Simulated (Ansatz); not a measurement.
Gas-phase electronic energies from Ansatz, PBE0-D4/def2-TZVP geometries. CCSD(T)/CBS is the MP2 limit (def2-TZVPP, def2-QZVPP) plus CCSD(T) − MP2 in def2-TZVPP, frozen cores. Functionals use def2-TZVPP. One conformer a species, not always the lowest.

Consider the substitution at a C–C bond: `CCC(C)CC` + `[OH][Al]([Cl])[Cl]` → `CC[O][Al]([Cl])[Cl]` + `CCCC`.

`CCC(C)CC`:

Cartesian coordinates in Å:
```
C 1.605 -1.255 -1.032
C 1.554 0.105 -0.353
C 0.247 0.431 0.375
C -0.011 -0.527 1.532
C -0.937 0.502 -0.588
C -2.201 1.084 0.023
H 0.836 -1.354 -1.802
H 2.572 -1.406 -1.518
H 1.469 -2.071 -0.319
H 1.737 0.885 -1.100
H 2.378 0.175 0.367
H 0.374 1.435 0.802
H -0.853 -0.199 2.145
H 0.863 -0.597 2.185
H -0.240 -1.534 1.172
H -1.151 -0.500 -0.977
H -0.645 1.109 -1.453
H -2.588 0.458 0.830
H -2.016 2.080 0.435
H -2.993 1.177 -0.725
```

`[OH][Al]([Cl])[Cl]`:

Z-matrix (Å, degrees):
```
Al
O 1 1.677
Cl 1 2.080 2 121.5
Cl 1 2.070 2 118.5 3 -179.9
H 2 0.956 1 123.2 3 -0.1
```

`CC[O][Al]([Cl])[Cl]`:

Cartesian coordinates in Å:
```
C -0.734 -1.455 0.214
C -0.157 -0.210 0.846
O -0.275 0.894 -0.021
Al 0.773 1.775 -0.969
Cl 2.807 1.339 -0.993
Cl 0.031 3.323 -2.128
H -0.686 -2.294 0.913
H -0.176 -1.730 -0.685
H -1.777 -1.294 -0.064
H -0.698 0.030 1.767
H 0.893 -0.378 1.119
```

`CCCC`:

```xyz
14

C    -1.780   -0.342    0.711
C    -0.383    0.244    0.610
C     0.383   -0.245   -0.609
C     1.779    0.343   -0.711
H    -1.745   -1.434    0.773
H    -2.309    0.024    1.594
H    -2.380   -0.084   -0.167
H     0.187   -0.001    1.514
H    -0.443    1.339    0.580
H    -0.187   -0.002   -1.513
H     0.445   -1.340   -0.578
H     2.380    0.087    0.167
H     1.743    1.434   -0.777
H     2.309   -0.024   -1.593
```

```csv
species,r2SCAN-D4 energy (Eh)
`CCC(C)CC`,-237.01253
`[OH][Al]([Cl])[Cl]`,-1238.81351
`CC[O][Al]([Cl])[Cl]`,-1317.40444
`CCCC`,-158.40727
```

**Question.** Work out ΔE.

**Answer.** ΔE = (-1317.40444) + (-158.40727) − (-237.01253) − (-1238.81351) = 0.01433 Eh = +37.6 kJ/mol. CCSD(T)/CBS gives +46.1 kJ/mol.

Largest T1 diagnostic among the species: 0.010.

In def2-TZVPP, CCSD(T) changes the Hartree–Fock value by +26.4 kJ/mol (the triples alone add +2.7 kJ/mol) and MP2 by +33.7 kJ/mol. The D4 term adds +8.9 kJ/mol with B3LYP and +4.9 kJ/mol with PBE0; it sums over pairs of atoms, weighted by their polarisabilities, and B3LYP, whose exchange is more repulsive, gets the larger term.

B3LYP here is the variant with VWN-RPA as its local correlation; programs differ in this.
